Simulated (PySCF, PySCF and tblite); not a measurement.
A run on one conformer of C5H5FO3, numbered as in [CH2:1]=[C:2]([O:3]/[CH:4]=[CH:5]/[F:6])[C:7](=[O:8])[OH:9], from an ensemble study. The sound level was KT3/pcSseg-1 (IEF-PCM, dimethylsulfoxide) on GFN2-xTB geometries.

Input:

```
{"job": {"xc": "B3LPY", "basis": "pcSseg-1", "solvent": "dimethylsulfoxide", "kind": "nmr", "pop": false}, "charge": 0, "multiplicity": 1}
C     -0.324314    -1.769514     0.026567
C     -0.638575    -0.474388     0.061025
O      0.211593     0.587827     0.100357
C      1.502906     0.387005     0.467046
C      2.438635     1.275765     0.165987
F      3.698301     1.101665     0.596326
C     -2.075664    -0.063941     0.028788
O     -2.991803    -0.838610    -0.063697
O     -2.237028     1.254412     0.118146
H      0.684842    -2.138615     0.012136
H     -1.122231    -2.487885    -0.003725
H      1.732501    -0.493559     1.054154
H      2.300346     2.178374    -0.406013
H     -3.180186     1.480991     0.089977
```

Command: OMP_NUM_THREADS=1 python ens_run.py task.json out

Output:

```
KeyError: "LibXCFunctional: name 'B3LPY' not found."
```

**Question.** What is wrong with this calculation?

**Answer.** The setting at fault: functional unknown or not served for shieldings. B3LPY is no functional's name. The input was rejected before any iteration.
